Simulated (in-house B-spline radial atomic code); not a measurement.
Cd⁺. Computed with a B-spline radial atomic code. Model: non-relativistic spherical atom: semilocal Troullier-Martins pseudo-atom, one channel per l, against all electrons, high spin, G0W0 and RPA with empty states to l = 8, local potential for every l without a channel, a model core (radius 0 = none) keeps its share of the functional.

Without relativity these are model numbers for so heavy an element.

What the tables leave out is listed at the end.

The pseudopotential gives back the lowest level of each angular momentum of its own functional in the configuration it was made in; a second state of the same l is only approximately right. Exact exchange, RPA and GW see the smooth pseudo-orbitals and miss the exchange with the core, for which the functional's share stands in. The column with an uncorrelated core keeps all orbitals and exact exchange, and so separates missing core correlation from pseudisation. Only the three outermost levels and the lowest empty one were computed. RPA here is direct RPA, with no exchange kernel, and its energies carry an (l + 1/2)⁻⁴ tail. A hybrid on a potential with a model core restores only its own semilocal share of the core's exchange.

Command:
```bash
python run_psgw.py task.json out
```
Settings (lengths in bohr, energies in hartree):
```
Z                      48
electrons              47
configuration          [Kr] 4d10 5s1
generated_in           [Kr] 4d10 5s2
functional             lda,vwn
core_shells            6
radius_factor          1.15
core_correction        True
ion_configuration      [Kr] 4d10
```

Time taken, with all properties: 65 s on 1 thread of Intel(R) Xeon(R) Platinum 8259CL CPU @ 2.50GHz (Skylake/Cascade Lake), with other jobs on the host.

Given: made with LDA VWN5; model core radius 0.578 bohr; local radius 0.978 bohr; mean-field start LDA VWN5.

Valence shells of the generating configuration: 4s, 4p, 4d, 5s.

Channel: s 0.953, p 0.993, d 1.118 (radii in bohr).

Computed: largest level miss in the spin-unpolarised generating configuration 0.097 eV; valence RPA correlation energy pseudo -1.2706 hartree; all-electron RPA polarisability, core included 18.994 bohr³; pseudo-atom RPA polarisability 18.51 bohr³; ionisation by mean-field all-electron 16.839 eV; ionisation by mean-field pseudo minus all 0.196 eV; ionisation by RPA all-electron 16.626 eV.

```json
{"level": "5s up", "occupied": "1", "mean-field all-electron (eV)": "-13.092", "mean-field pseudo minus all (eV)": "-0.16", "G0W0 all-electron (eV)": "-16.754", "G0W0 uncorrelated core minus all (eV)": "0.032", "G0W0 pseudo minus all (eV)": "-0.165", "exchange self-energy all-electron (eV)": "-12.598", "exchange self-energy pseudo (eV)": "-11.913"}
{"level": "4d down", "occupied": "?", "mean-field all-electron (eV)": "?", "mean-field pseudo minus all (eV)": "?", "G0W0 all-electron (eV)": "?", "G0W0 uncorrelated core minus all (eV)": "?", "G0W0 pseudo minus all (eV)": "?", "exchange self-energy all-electron (eV)": "?", "exchange self-energy pseudo (eV)": "?"}
{"level": "4d up", "occupied": "1", "mean-field all-electron (eV)": "-21.46", "mean-field pseudo minus all (eV)": "-0.067", "G0W0 all-electron (eV)": "-27.751", "G0W0 uncorrelated core minus all (eV)": "0.11", "G0W0 pseudo minus all (eV)": "-0.411", "exchange self-energy all-electron (eV)": "-39.122", "exchange self-energy pseudo (eV)": "-34.757"}
{"level": "5s down (empty)", "occupied": "0", "mean-field all-electron (eV)": "-12.24", "mean-field pseudo minus all (eV)": "-0.163", "G0W0 all-electron (eV)": "-8.7978", "G0W0 uncorrelated core minus all (eV)": "0.029", "G0W0 pseudo minus all (eV)": "-0.102", "exchange self-energy all-electron (eV)": "-3.5419", "exchange self-energy pseudo (eV)": "-2.7752"}
```

(1) What belongs in the row 4d down?

(2) What is the ionisation by RPA pseudo minus all?

(3) What is the valence RPA correlation energy all-electron orbitals?

Given: mean-field start PBE0.

Computed: valence RPA correlation energy all-electron orbitals -1.1829 hartree; valence RPA correlation energy pseudo -1.206 hartree; all-electron RPA polarisability, core included 17.563 bohr³; pseudo-atom RPA polarisability 17.359 bohr³; ionisation by mean-field all-electron 16.176 eV; ionisation by mean-field pseudo minus all 0.101 eV.

| level | occupied | mean-field all-electron (eV) | mean-field pseudo minus all (eV) | G0W0 all-electron (eV) | G0W0 uncorrelated core minus all (eV) | G0W0 pseudo minus all (eV) | exchange self-energy all-electron (eV) | exchange self-energy pseudo (eV) |
| --- | --- | --- | --- | --- | --- | --- | --- | --- |
| 5s up | 1 | -13.462 | -0.088 | -16.557 | 0.03 | -0.069 | -12.213 | -11.512 |
| 4d down | 1 | -23.247 | -0.135 | -27.847 | 0.125 | -0.226 | -39.364 | -34.97 |
| 4d up | ? | ? | ? | ? | ? | ? | ? | ? |
| 5s down (empty) | 0 | -10.566 | -0.083 | -8.5672 | 0.027 | -0.044 | -3.1623 | -2.4622 |

(4) What belongs in the row 4d up?

(5) What is the ionisation by RPA pseudo minus all?

(6) What is the ionisation by RPA all-electron?

## Answers

(1) occupied: 1; mean-field all-electron (eV): -21.26; mean-field pseudo minus all (eV): -0.063; G0W0 all-electron (eV): -27.561; G0W0 uncorrelated core minus all (eV): 0.115; G0W0 pseudo minus all (eV): -0.414; exchange self-energy all-electron (eV): -39.169; exchange self-energy pseudo (eV): -34.733.

(2) 0.095 eV.

(3) -1.2457 hartree.

(4) occupied: 1; mean-field all-electron (eV): -23.445; mean-field pseudo minus all (eV): -0.139; G0W0 all-electron (eV): -28.054; G0W0 uncorrelated core minus all (eV): 0.118; G0W0 pseudo minus all (eV): -0.226; exchange self-energy all-electron (eV): -39.263; exchange self-energy pseudo (eV): -34.944.

(5) 0.055 eV.

(6) 16.487 eV.

Among the listed levels the largest G0W0 shift of the pseudo-atom is -0.41 eV, for 4d down on the LDA VWN5 start, while leaving the core uncorrelated moves that level by +0.12 eV. So pseudisation and the lost core exchange, not the missing core correlation, make the error. Not in the tables (levels of low weight, unsolved or above zero; the highest and the empty levels are kept at any weight): no Hartree-Fock pseudo-atom is run with a model core.
